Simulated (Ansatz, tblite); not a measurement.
Forces on the cluster Ag2Au4⁺ at its PBE-D4/def2-SVP geometry. Charge 1, multiplicity 2.

In the def2 sets Ag, Au take a core potential; there is no spin–orbit coupling. The xTB rows come from tblite. No other spin state of charge 1 was run. Another isomer (doublet) lies 0.30 eV lower at PBE0-D4/def2-TZVP; other spin states weren't run for this one.

GFN1-xTB (tblite), largest force 0.71 eV/Å:

```xyz
6
positions Å, forces eV/Å
Au   -1.409    0.629   -0.510    0.134   -0.169   -0.010
Au   -1.737   -1.550   -2.023    0.505    0.221    0.445
Au    0.484   -1.391   -0.542   -0.035    0.075    0.020
Au    2.680   -1.268    0.897   -0.486    0.010   -0.298
Ag   -1.003    2.765    1.084    0.001   -0.046   -0.033
Ag    0.985    0.815    1.093   -0.119   -0.091   -0.124
```

GFN2-xTB (tblite), largest force 0.75 eV/Å:

```
Au 0.012 0.144 0.107
Au 0.175 0.092 0.159
Au 0.046 -0.479 -0.268
Au -0.286 0.659 0.216
Ag 0.653 -0.297 0.202
Ag -0.601 -0.119 -0.415
```

PBE-D4/def2-TZVP (Ansatz), largest force 0.29 eV/Å:

```
Au 0.165 -0.191 -0.008
Au 0.173 0.140 0.191
Au -0.124 0.172 0.025
Au -0.169 0.022 -0.092
Ag -0.002 -0.077 -0.051
Ag -0.042 -0.065 -0.065
```
